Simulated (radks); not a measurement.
Results of a calculation; reference values are marked as such.
All-electron atom: Zr in [Kr] 4d2 5s2 (the NIST ground configuration).

Code: a radial shooting solver on a logarithmic mesh with Libxc functionals. Model: scalar-relativistic Kohn-Sham, LDA (Slater exchange, Perdew-Wang correlation), spin-unpolarised, spherical densities, point nucleus.

Energy parts (eV):
part                       energy
total                  -97813.986
kinetic                100543.652
electron-nucleus      -235632.280
Hartree                 40265.419
exchange-correlation    -2990.778

Orbitals (lengths in bohr, moments of r in powers of bohr):
orbital  occ.  eigenvalue (eV)     <r^2>      <r^4>
1s          2        -17799.11  0.001857  8.905e-06
2s          2        -2466.789   0.03124   0.001681
2p          6        -2201.542   0.02458   0.001205
3s          2        -403.6310    0.2420    0.09134
3p          6        -317.2332    0.2497     0.1027
3d         10        -174.9399    0.2482     0.1221
4s          2         -54.5181     1.667      4.257
4p          6         -32.5053     2.155      7.521
4d          2          -3.7348     6.601      99.19
5s          2          -4.5890     15.60      390.9
5p          0          -1.5468     29.83       1536
6s          0          -0.0667     280.2     196900

The highest occupied level is 4d at -3.735 eV. Summed over all electrons, <r^2> = 65.34 bohr^2, which gives a Langevin (diamagnetic) susceptibility term of -51.7 x 10^-6 cm^3/mol.
